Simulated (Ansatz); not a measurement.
```yaml
atoms:
  - { symbol: Pd, position_ang: [0.0000, 0.0000, 0.0000] }
  - { symbol: Pd, position_ang: [0.0000, 0.0000, 2.5000] }
```

Basis set: def2-SVP (spherical functions, with the set's core potentials past Kr). Charge 0, multiplicity 3.

Computed with Ansatz (development build ahead of 0.2.0); each method stands on the lowest determinant of its kind that the runs found. Restricted functionals stand beside restricted open-shell atoms, which can lie above the unrestricted atoms usual in DFT and then raise those values.

The atomization energy at this shape (free ground-state atoms in the same class of orbitals less the molecule, no zero-point energy) of triplet Pd2:

| method | atomization energy |
| --- | --- |
| PBE0 (unrestricted) | 1.02 eV |
| PBE0 (restricted open-shell) | 0.98 eV |
| ROHF | 0.11 eV |

Task: What does UHF give?

Result: 0.28 eV. Caution for ROHF: no wide search was run, a lower solution can exist.
